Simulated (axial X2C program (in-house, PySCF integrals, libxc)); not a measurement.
## Potential curves of FeP⁺, 2c

All values were computed with an in-house relativistic program for diatomic molecules. Two-component (2c) means X2C with spin–orbit coupling and atomic mean-field two-electron Coulomb and Gaunt terms. Basis: Fe dyall-cv3z [9s10p6d3f2g], P dyall-v3z [8s7p2d1f] (cores contracted in-house); Gaussian nuclei, density fitting, unrestricted open shells. Masses: Fe 55.935 u, P 30.974 u.

State: Ω = 1 (⟨Sz⟩ = -1.00, ⟨Lz⟩ = 2.00 at TPSSh). Energies in eV from the lowest point of each curve. Fits are polynomials in 1 − R0/R over 0.85 to 1.23 times the lowest point R0.

```csv
R (Å),TPSSh
1.9079,0.3327
1.9956,0.1074
2.0614,0.0250
2.1272,0.0000
2.1930,0.0201
2.2698,0.0872
2.3465,0.1885
2.4452,0.3525
2.5658,0.5803
2.7412,0.9206
```

The state is one determinant whose occupation by symmetry is held fixed; it was picked as the lowest of a PBE0 search that is not exhaustive. Density functionals use the spin component along the axis (collinear). The functionals have no current-density term, which raises determinants with orbital currents, atoms included. With several unpaired electrons one determinant need not be a pure state. The determinant is spin-polarised beyond a pure state at some levels (its spin-free form has ⟨S²⟩ too high), which makes Re and μ there less reliable. The lowest spin-free determinant has another configuration (M_S = 1, Λ = 0), so the order of states is uncertain and this need not be the ground state.

Task: What are Re and ωe at the TPSSh level?

Result: At TPSSh, 2c: Re = 2.128 Å, ωe ≈ 376 cm⁻¹; Be follows as 0.187 cm⁻¹.
